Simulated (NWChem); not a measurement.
# C₂H₅FSi₂; SMILES C#C[Si@@H](F)[SiH3]

All runs: NWChem. Pople sets run with spherical d functions. Geometry: optimised at PBE0/def2-SVP. Total energies of different functionals are on different scales.

| level | energy (Ha) | highest occupied level (eV) | orbital gap (eV) | dipole (D) | relative time |
|---|---|---|---|---|---|
| B3LYP/6-31G* | -758.0325 | -7.60 | 6.69 | 1.73 | 2 |
| PBE/6-31G* | -757.4804 | -6.66 | 5.01 | 1.63 | 2 |
| Hartree-Fock/6-31G* | -755.9127 | -10.56 | 13.25 | 2.01 | 1 |
| CAM-B3LYP/6-31G* | -757.9260 | -9.11 | 9.50 | 1.76 | 4 |
| PW6B95/6-31G* | -758.7181 | -7.92 | 7.19 | 1.78 | 2 |
| MPW1K/6-31G* | -757.9576 | -8.77 | 8.60 | 1.86 | 2 |
| LDA (Slater exchange, PW92)/6-31G* | -754.2638 | -6.75 | 4.90 | 1.69 | 2 |

Times are rough ratios from one shared machine.
